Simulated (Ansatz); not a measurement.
Computed with Ansatz on PBE0-D4/def2-TZVP structures; ΔE is electronic, products minus reactants. CCSD(T)/CBS is the MP2 limit (def2-TZVPP, def2-QZVPP) plus CCSD(T) − MP2 in def2-TZVPP, frozen cores. This one scheme is used for every species. One conformer a species, not always the lowest.

Reaction (cleavage of the Si–Si bond): `O[SiH](Cl)[SiH2]F` + `O[Si](O)(F)F` → `O[SiH](Cl)O[Si](O)(F)F` + `F[SiH3]`

| species | MP2/CBS(def2) energy (Eh) |
| --- | --- |
| `O[SiH](Cl)[SiH2]F` | -1215.38651 |
| `O[Si](O)(F)F` | -640.43563 |
| `O[SiH](Cl)O[Si](O)(F)F` | -1465.19231 |
| `F[SiH3]` | -390.69117 |

Problem. Work out ΔE.

Solution. ΔE = (-1465.19231) + (-390.69117) − (-1215.38651) − (-640.43563) = -0.06134 Eh = -161.0 kJ/mol. CCSD(T)/CBS gives -155.4 kJ/mol.

Largest T1 diagnostic among the species: 0.012.

Leaving LDA and LC-ωPBE aside and taking each functional with its dispersion term where it has one, the values, not all of them listed here, spread over 40.4 kJ/mol, from BHLYP-D4 to PBE-D4. LDA lies −11.0 kJ/mol from PBE without D4. From r2SCAN to r2SCAN0 (25 % exact exchange), in def2-TZVPP and without D4, ΔE moves by −4.8 kJ/mol. At CCSD(T), def2-SVP lies −6.8 kJ/mol from the extrapolated value and def2-TZVPP −3.0 kJ/mol.
